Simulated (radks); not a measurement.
O-, configuration [He] 2s2 2p5.

All-electron calculation, non-relativistic Kohn-Sham, PBE, spin-polarised, spherical densities, point nucleus; open shells are filled with parallel spins first; Watson sphere of charge +1 and radius 2.09 bohr. Program: a radial shooting solver on a logarithmic mesh with Libxc functionals.

Energy parts (eV; the electron-nucleus part includes the sphere):
| part | energy |
|---|---|
| total | -2156.517 |
| kinetic | 2045.894 |
| electron-nucleus | -5085.657 |
| Hartree | 1120.070 |
| exchange-correlation | -236.824 |

Orbitals (lengths in bohr, moments of r in powers of bohr; r(max) is where P^2 peaks; r(90%) holds 90 % of the orbital's charge):
orbital  occ.  eigenvalue (eV)     <r^4>  r(90%)  r(max)
1s up       1        -510.5447  0.007645   0.358  0.1293
1s down     1        -509.9998  0.007607   0.358  0.1293
2s up       1         -22.9431     5.911    1.91  0.8842
2s down     1         -21.5320     6.353    1.95  0.8896
2p up       3          -8.3173     17.38    2.44  0.8491
2p down     2          -7.0480     22.04    2.58  0.8640

The highest occupied level is 2p down at -7.048 eV. The spin density at the nucleus is 0.0198 e/bohr^3 (1s -0.1861, 2s 0.2059), a Fermi contact field of 1.04 T. The electron density at the nucleus is 312 e/bohr^3. Summed over all electrons, <r^2> = 16.74 bohr^2, which gives a Langevin (diamagnetic) susceptibility term of -13.3 x 10^-6 cm^3/mol. The density falls to 0.001 e/bohr^3 at r = 3.60 bohr.
